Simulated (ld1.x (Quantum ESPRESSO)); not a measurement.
# What one change does to a pseudopotential (tin, TM)

tin, norm-conserving Troullier–Martins (Kleinman–Bylander form), made with ld1.x (Quantum ESPRESSO) 7.5 (LDA (PZ), scalar-relativistic). Core [Kr], reference 4d10 5s2 5p1.75 (charge +0.25). Waves: 5s (bound): rc 1.90 bohr; 5p (bound): rc 2.45 bohr; 4d (bound): rc 1.55 bohr. Local part: the d channel. Core correction: a·sin(br)/r model core inside 1.40 bohr.

Change: wave 5p (bound): rc 2.45 bohr becomes 5p (bound): rc 3.70 bohr.

Cutoffs: the cutoffs (Ry, on a coarse ladder) from which the occupation-weighted sum of valence levels, in a spherical-Bessel basis at the reference potential, stays within 10 and 1 mRy of its value at 400 Ry; they do not see the model core or the augmentation charge, which bear on the density cutoff. Errors are all-electron minus pseudo energies relative to the spin-unpolarised reference configuration.

Question: What does the change do?

Answer: The potential gets neither clearly harder nor softer (90 Ry and 140 Ry → 90 Ry and 140 Ry); both files keep a bound ghost (p, s); of the 9 tests that both files solve, the error grows in 7 and shrinks in 0 by more than 15 % and 0.3 meV (median size 2.7 → 10.3 meV). More of the atom is replaced by a form fitted at one configuration, so other configurations suffer.

| quantity | base | changed |
| --- | --- | --- |
| cutoff, loose | 90 Ry | 90 Ry |
| cutoff, tight | 140 Ry | 140 Ry |
| bound ghosts | s, p | s, p |
| error for 4d10 5s2 5p2, meV [ΔE -1.16 eV] | +0.4 | +0.3 |
| error for 4d10 5s2 5p1, meV [ΔE 5.94 eV] | -1.2 | -4.3 |
| error for 4d10 5s2 5p0, meV [ΔE 20.20 eV] | -5.0 | -42 |
| error for 4d10 5s1 5p2, meV [ΔE 13.67 eV] | -2.7 | +12 |
| error for 4d10 5s2 5p1.5, meV [ΔE 1.56 eV] | -0.3 | -0.5 |
| error for 4d10 5s1 5p0, meV [ΔE 51.65 eV] | -15 | -109 |
| error for 4d10 5s0 5p4, meV [ΔE 13.24 eV] | -9.4 | +44 |
| error for 4d10 5s2 5p1.75 (spin-polarised), meV [ΔE -0.39 eV] | +2.7 | -9.1 |
| error for 4d10 5s2 5p2 (spin-polarised), meV [ΔE -1.63 eV] | +3.4 | -10 |

 A true bound ghost makes a file unfit for plane-wave use even where its test errors are small: the radial tests pick states by their node count and pass the ghost by.
